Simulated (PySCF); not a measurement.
**Computed structure and properties of [WOF3]−**

System: [WOF3]− (singlet); start: displaced along the imaginary mode (Cs). Method: PySCF 2.14.0, RKS B3LYP, W def2-SVP with ECP60, O def2-SVP, F def2-SVP; non-relativistic Hamiltonian with scalar-relativistic core potentials where named; density fitting; no spin-orbit coupling.

Input of the relaxation:

```python
mol = gto.M(atom='''
W      0.06694    -0.00000    -0.01593
O      1.79990     0.00000     0.25000
F     -0.13108     1.88210    -0.13428
F     -1.90132     0.00000     0.21233
F     -0.13108    -1.88210    -0.13428''',
    basis={'W': 'def2-SVP', 'O': 'def2-SVP', 'F': 'def2-SVP'},
    ecp={'W': 'def2-SVP'},
    charge=-1, spin=0)
mf = dft.RKS(mol, xc='B3LYP')
mf.grids.atom_grid = (50, 194)
mf = mf.density_fit()  # fitting sets: W def2-universal-JKFIT, O def2-universal-JKFIT, F def2-universal-JKFIT
mf.conv_tol = 1e-08; mf.max_cycle = 55
mf.kernel(dm0)  # dm0: converged density of the start geometry
# quasi-Newton relaxation in Cartesian coordinates to a largest gradient under 0.00045 Eh/bohr, steps kept in the point group
```

Run from Python with OMP_NUM_THREADS=2; the lines above give its settings. Where DIIS fails, smearing, a level shift and second-order steps follow.
It took 16 s on 2 threads of Arm Neoverse V2, with other jobs on the host, from the converged density of the start.

Course of the relaxation:

| step | energy above end (eV) | largest force component within the symmetry (eV/Å) |
| --- | --- | --- |
| 0 | 0.0245 | 1.156 |
| 1 | 0.0068 | 0.469 |
| 2 | 0.0038 | 0.042 |
| 3 | 0.0028 | 0.094 |
| 4 | 0.0007 | 0.227 |
| 5 | 0.0002 | 0.077 |
| 6 | 0.0000 | 0.015 |
| 7 | 0.0000 | 0.007 |

Relaxed geometry (Cs):

```xyz
5

W     0.0647    0.0000    0.0036
O     1.7641    0.0000    0.3330
F    -0.1274    1.8683   -0.2322
F    -1.8706    0.0000    0.3057
F    -0.1274   -1.8683   -0.2322
```

| contact | Å |
| --- | --- |
| W1–O2 (O) | 1.731 |
| W1–F3 (F) | 1.893 |
| W1–F4 (F) | 1.959 |
| W1–F5 (F) | 1.893 |

On the finer grid (75, 302):

```
HOMO                                                         : -0.63 eV
LUMO                                                         : 2.56 eV
Dipole about the centre of mass                              : 0.26 D
Set of Mulliken populations of W1 outside the core potential : s 2.93, p 6.42, d 3.81, f 0.19
D3(BJ) dispersion energy (not in the energies)               : -0.152 eV
```

```tsv
atom	Mulliken (e)	Löwdin (e)	spin (e)
W1	0.67	-0.14	0.00
O2	-0.44	-0.21	0.00
F3	-0.39	-0.19	0.00
F4	-0.44	-0.27	0.00
F5	-0.39	-0.19	0.00
```

On the grid (50, 194), as all that follows. Harmonic modes: a minimum; lowest 88 cm⁻¹ (negative: unstable), highest 986 cm⁻¹, zero-point energy 0.237 eV.

Rigid scan of O along the line from its metal:

(distance to O2 (Å), energy (eV)): (1.43, 4.106), (1.53, 1.509), (1.63, 0.315), (1.73, 0.000), (1.83, 0.223), (1.93, 0.761), (2.03, 1.470), (2.18, 2.663)

Taking off one F (charge -1, singlet; the rest: singlet) in vacuum, both parts rigid, costs 7.86 eV; the small basis without counterpoise inflates it.

Rigid scan of F along the line from its metal:

distance to F3 (Å), energy (eV) and a bar:
```
     1.59      2.113 #############
     1.69      0.774 #####
     1.79      0.161 #
     1.89      0.000 
     1.99      0.112 #
     2.09      0.385 ##
     2.29      1.144 #######
     2.59      2.352 ###############
     2.99      3.660 #######################
     3.49      4.731 ##############################
```

One start shape was tried, so this needn't be the lowest isomer.
